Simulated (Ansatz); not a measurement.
Calculation: frozen-core CCSD(T)/cc-pVDZ // PBE-D3(BJ)/def2-SVP (Ansatz, an electronic-structure program). The restricted HF reference is unstable towards unrestricted orbitals.

Ansatz 0.2 input:
```yaml
crystal:
  periodic: [false, false, false]
  atoms:
    - { symbol: Si, position_ang: [1.965628, 1.967589, -0.024641] }
    - { symbol: C, position_ang: [1.121875, 0.267535, -0.017429] }
    - { symbol: C, position_ang: [1.836251, -0.939341, -0.034565] }
    - { symbol: S, position_ang: [3.612737, -0.983742, -0.065172] }
    - { symbol: C, position_ang: [1.10677, -2.178082, -0.026695] }
    - { symbol: N, position_ang: [-0.202988, -2.270773, -0.00486] }
    - { symbol: C, position_ang: [-0.937472, -1.117494, 0.011726] }
    - { symbol: C, position_ang: [-2.357004, -1.222921, 0.034847] }
    - { symbol: C, position_ang: [-3.149285, -0.084745, 0.052094] }
    - { symbol: C, position_ang: [-2.544132, 1.199697, 0.046852] }
    - { symbol: C, position_ang: [-1.162228, 1.33045, 0.024555] }
    - { symbol: C, position_ang: [-0.314126, 0.183393, 0.006309] }
    - { symbol: H, position_ang: [3.455074, 1.794087, -0.045686] }
    - { symbol: H, position_ang: [1.579598, 2.746342, 1.202965] }
    - { symbol: H, position_ang: [1.545617, 2.753061, -1.236726] }
    - { symbol: H, position_ang: [3.692175, -2.344848, -0.073405] }
    - { symbol: H, position_ang: [1.674412, -3.129561, -0.039709] }
    - { symbol: H, position_ang: [-2.784895, -2.235861, 0.038192] }
    - { symbol: H, position_ang: [-4.245977, -0.172405, 0.069862] }
    - { symbol: H, position_ang: [-3.176295, 2.100444, 0.060643] }
    - { symbol: H, position_ang: [-0.715736, 2.337173, 0.020846] }
basis:
  gaussian: { orbitals: cc-pVDZ }
correlation:
  method: ccsd_t
```

Output:

```
Functional definition: HF
2091 factors; integrals over basis functions are off by at most 1.4e-3 eV
mean field evaluation 1: about -29572.0175 eV, gradient 3.9e1 eV
mean field evaluation 2: about -29572.5719 eV, gradient 3.9e1 eV
mean field evaluation 4: about -29578.1326 eV, gradient 8.1e0 eV
mean field evaluation 8: about -29578.3345 eV, gradient 4.5e-1 eV
mean field evaluation 16: about -29572.0170 eV, gradient 3.9e1 eV
mean field -29578.33631213 eV, -1086.9838105542 hartree, gradient 2.2e-6 eV, S^2 0.000000; 0 other end points of the search recorded, 0 dependent functions left out; unrestricted orbitals would lower it
20 core orbitals not correlated
reference -29578.33631213 eV, -1086.9838105542 hartree; 30, 30 occupied and 171, 171 virtual orbitals, 2091 factors
second order -42.72063743 eV of doubles, -0.00000000 eV of singles
cycle   1  -42.80891468 eV  change   -8.8e-2 eV  update   1.8e-1
cycle   2  -44.19251016 eV  change    -1.4e0 eV  update   6.0e-2
cycle   3  -44.51751692 eV  change   -3.3e-1 eV  update   2.6e-2
cycle   4  -44.51966508 eV  change   -2.1e-3 eV  update   8.2e-3
cycle   5  -44.52143980 eV  change   -1.8e-3 eV  update   4.0e-3
cycle   6  -44.52332721 eV  change   -1.9e-3 eV  update   1.3e-3
cycle   7  -44.52264929 eV  change    6.8e-4 eV  update   5.2e-4
cycle   8  -44.52254587 eV  change    1.0e-4 eV  update   2.2e-4
cycle   9  -44.52260409 eV  change   -5.8e-5 eV  update   9.8e-5
cycle  10  -44.52257003 eV  change    3.4e-5 eV  update   3.8e-5
perturbative correction -2.10208126 eV, -0.0772500613 hartree
Total energy: -29624.96096341 eV, -1088.6972348855 hartree
```

Cost: roughly 15 core-minutes.
